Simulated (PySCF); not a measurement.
HfCl3, SMILES [Cl][Hf+]([Cl])[Cl], charge +1, multiplicity 1. Heavy atoms are numbered as in [Hf+:1]([Cl:2])([Cl:3])[Cl:4].

Geometry optimised at B3LYP-D3(BJ)/def2-SVP. The spin state was assumed, not searched. The isomer is the one that the SMILES or the coordinates give; other isomers of the formula were not compared. The def2 effective core potentials stand for the cores of Hf; spin–orbit coupling is left out.

Level of theory: PBE0/def2-TZVPD (PySCF).

Mulliken values depend strongly on the basis, most of all with diffuse functions as here. ESP charges are fitted to the potential on shells at 1.4 to 2.0 van der Waals radii. Atomic charges (e), one atom of each kind:

```
atom  Mulliken  ESP fit
----  --------  -------
Hf1       1.57     1.51
Cl2      -0.19    -0.17
```
